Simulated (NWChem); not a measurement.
GaH3S2; SMILES [SH][GaH][SH]

```xyz
6

Ga     0.0000     0.0000    -0.5620
H      0.0000     0.0000    -2.1208
S     -1.8448     0.0000     0.6383
H     -2.6572     0.0000    -0.4417
S      1.8448     0.0000     0.6383
H      2.6572     0.0000    -0.4417
```
Atoms are numbered in this order, from 1.

Computed with NWChem. The geometry was optimised at PBE0/def2-SVP. B3LYP is NWChem's, with the RPA form of VWN correlation. Ions are spin-unrestricted doublets at the neutral geometry; other ion states weren't tried.

Q: Predict the results for B3LYP/def2-SVP. Quantities: vertical ionisation energy, ΔSCF (eV); −ε(HOMO) (eV).

A: The vertical ionisation energy, ΔSCF (eV) comes out as 9.32 and the −ε(HOMO) (eV) is 7.04.
